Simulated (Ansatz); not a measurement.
Molecule: ZrOF, net charge 0, doublet state. SMILES: [O]=[Zr][F]

Atoms: Zr1, O2, F3. Bonds: Zr1-O2, Zr1-F3.

Bond lengths (Å) and angles (degrees) optimised at HF/3-21G with Ansatz (a first-principles code); HF/6-31G* with LANL2DZ past Ar with Ansatz; B3LYP/6-31G* with LANL2DZ past Ar with Ansatz; MP2/6-31G* with LANL2DZ past Ar with Ansatz, each started from the B3LYP-D3(BJ)/def2-TZVP structure (Ansatz) of the last column. A row stands for all coordinates that are equal there. 6-31G* holds six Cartesian d functions. No wavenumbers were computed at MP2/6-31G* with LANL2DZ past Ar, so these may be saddle points.

| coordinate | HF/3-21G | HF/6-31G* with LANL2DZ past Ar | B3LYP/6-31G* with LANL2DZ past Ar | MP2/6-31G* with LANL2DZ past Ar | B3LYP-D3(BJ)/def2-TZVP |
|---|---|---|---|---|---|
| Zr1-O2 | 1.730 | 1.734 | 1.758 | 1.769 | 1.739 |
| Zr1-F3 | 1.900 | 1.917 | 1.909 | 1.925 | 1.921 |
| O2-Zr1-F3 | 106.3 | 111.0 | 106.8 | 106.5 | 108.4 |

Mean signed difference of all 2 bond lengths from B3LYP-D3(BJ)/def2-TZVP: HF/3-21G -0.015 Å, HF/6-31G* with LANL2DZ past Ar -0.005 Å, B3LYP/6-31G* with LANL2DZ past Ar 0.003 Å, MP2/6-31G* with LANL2DZ past Ar 0.017 Å.
